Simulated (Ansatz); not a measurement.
Cost and result up the ladder for Ge₁₃F₂₀ (33 atoms). Charge 0, multiplicity 1. Geometry: PBE-D4/def2-SVP.

```xyz
33

Ge    1.260   -3.407   -0.270
Ge    0.863    3.211    1.987
Ge   -0.449   -1.166    2.153
Ge    2.354    0.508   -0.299
Ge   -0.177   -1.079   -3.047
Ge   -1.658    1.705   -0.489
Ge   -2.888   -2.166   -0.468
Ge    3.032    2.551    0.938
Ge    1.801   -1.421    1.138
Ge   -0.822   -3.006   -1.585
Ge   -1.213    3.818    0.737
Ge   -2.374   -0.173    0.941
Ge    0.370    0.971   -1.722
F     1.333   -4.933    0.575
F     2.488   -3.503   -1.525
F     0.872    3.511    3.708
F     0.338    1.433    1.884
F    -0.936   -2.864    1.698
F    -0.517   -1.120    3.898
F     3.647    0.058   -1.414
F     1.224   -1.441   -4.032
F    -1.448   -0.645   -4.169
F    -2.885    2.005   -1.723
F    -3.862   -3.380    0.322
F    -3.847   -1.602   -1.830
F     4.264    2.298    2.151
F     3.644    3.806   -0.114
F     3.027   -1.696    2.370
F    -1.186   -4.390   -2.611
F    -2.483    4.312    1.831
F    -0.944    5.176   -0.331
F    -3.653    0.297    2.055
F     0.826    2.332   -2.756
```

Ansatz on 11 threads of AMD EPYC 7R13 on a shared host and a whole NVIDIA H100 80GB HBM3. Times are rough, and most runs start from the orbitals of an earlier one. PBE0-D4/def2-TZVP serves as the yardstick here, not as an exact answer. Differences are given only for rows in sets of like size (and for xTB, whose basis is part of the method), since another set adds its own error. Binding counts from free atoms at the same level (Ge triplet, F doublet; other spins of the atoms weren't run), without zero-point energy or a counterpoise term.

The 6-31G sets use Cartesian d functions. B3LYP takes the VWN-RPA correlation. Correlated methods freeze 137 core orbitals; core or outer-core shells of Ge are correlated, in sets that lack core-valence functions. The rows differ in basis, and correlated rows in double-zeta sets carry the largest basis error. Single mean-field runs in 6-31G, def2-SVP, def2-TZVP are fitted with def2-universal-jkfit.

Correlated methods converge slowly with the basis, most of all in double-zeta sets.

```json
{"level": "PBE-D4/def2-SVP", "functions": "696", "wall time": "4.9 s", "binding energy per atom (eV)": "4.04", "difference from PBE0-D4/def2-TZVP (eV)": "–"}
{"level": "HF/6-31G", "functions": "557", "wall time": "6 s", "binding energy per atom (eV)": "2.08", "difference from PBE0-D4/def2-TZVP (eV)": "–"}
{"level": "HF/STO-3G", "functions": "334", "wall time": "6.5 s", "binding energy per atom (eV)": "2.75", "difference from PBE0-D4/def2-TZVP (eV)": "–"}
{"level": "PBE0-D4/def2-SVP", "functions": "696", "wall time": "7 s", "binding energy per atom (eV)": "3.80", "difference from PBE0-D4/def2-TZVP (eV)": "–"}
{"level": "PBE-D4/def2-TZVP (with forces)", "functions": "1244", "wall time": "7.5 s", "binding energy per atom (eV)": "3.99", "difference from PBE0-D4/def2-TZVP (eV)": "0.20"}
{"level": "r2SCAN-D4/def2-TZVP", "functions": "1244", "wall time": "7.5 s", "binding energy per atom (eV)": "3.89", "difference from PBE0-D4/def2-TZVP (eV)": "0.09"}
{"level": "B3LYP-D4/6-31G", "functions": "557", "wall time": "8 s", "binding energy per atom (eV)": "3.62", "difference from PBE0-D4/def2-TZVP (eV)": "–"}
{"level": "r2SCANh-D4/def2-TZVP", "functions": "1244", "wall time": "12 s", "binding energy per atom (eV)": "3.81", "difference from PBE0-D4/def2-TZVP (eV)": "0.01"}
{"level": "MP2/def2-SVP", "functions": "696", "wall time": "12 s", "binding energy per atom (eV)": "3.71", "difference from PBE0-D4/def2-TZVP (eV)": "–"}
{"level": "RPA@PBE/def2-SVP", "functions": "696", "wall time": "15 s", "binding energy per atom (eV)": "3.12", "difference from PBE0-D4/def2-TZVP (eV)": "–"}
{"level": "PBE0-D4/def2-TZVP (with forces)", "functions": "1244", "wall time": "17 s", "binding energy per atom (eV)": "3.80", "difference from PBE0-D4/def2-TZVP (eV)": "0.00"}
```
